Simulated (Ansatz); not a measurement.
The same redistribution along the group Si, Ge, Sn.

Gas-phase electronic energies from Ansatz, PBE0-D4/def2-TZVP geometries. CBS: MP2 limit from def2 TZ/QZ plus the TZ coupled-cluster correction, frozen cores. This one scheme is used for every species. Functionals use def2-TZVPP. Elements past krypton have def2 core potentials. For Ge, Sn, V outer-core shells are correlated without core-valence functions, which leaves a few kJ/mol of doubt a bond. Scalar relativity is left out up to krypton. Each species was taken in one conformer, which may not be the lowest.

```json
{"reaction": "`F[Si]Cl` + `[NH]=[V]([NH2])([NH2])[OH]` → `N[Si]F` + `[NH]=[V]([NH2])([OH])[Cl]`", "CCSD/CBS(def2) (kcal/mol)": "-16.2", "PBE0-D4 (kcal/mol)": "-16.4", "CCSD(T)/def2-SVP (kcal/mol)": "-19.5", "PBE-D4 (kcal/mol)": "-15.4", "CCSD(T)/CBS(def2) (kcal/mol)": "-16.2"}
{"reaction": "`[F][Ge][Cl]` + `[NH]=[V]([NH2])([NH2])[OH]` → `[NH2][Ge][F]` + `[NH]=[V]([NH2])([OH])[Cl]`", "CCSD/CBS(def2) (kcal/mol)": "-9.3", "PBE0-D4 (kcal/mol)": "-9.1", "CCSD(T)/def2-SVP (kcal/mol)": "-13.0", "PBE-D4 (kcal/mol)": "-8.4", "CCSD(T)/CBS(def2) (kcal/mol)": "-9.5"}
{"reaction": "`[F][Sn][Cl]` + `[NH]=[V]([NH2])([NH2])[OH]` → `[NH2][Sn][F]` + `[NH]=[V]([NH2])([OH])[Cl]`", "CCSD/CBS(def2) (kcal/mol)": "0.5", "PBE0-D4 (kcal/mol)": "0.1", "CCSD(T)/def2-SVP (kcal/mol)": "-2.4", "PBE-D4 (kcal/mol)": "0.0", "CCSD(T)/CBS(def2) (kcal/mol)": "-0.1"}
```

Largest T1 diagnostic: 0.030, for `[NH]=[V]([NH2])([OH])[Cl]`, so its coupled-cluster energy is less sure.
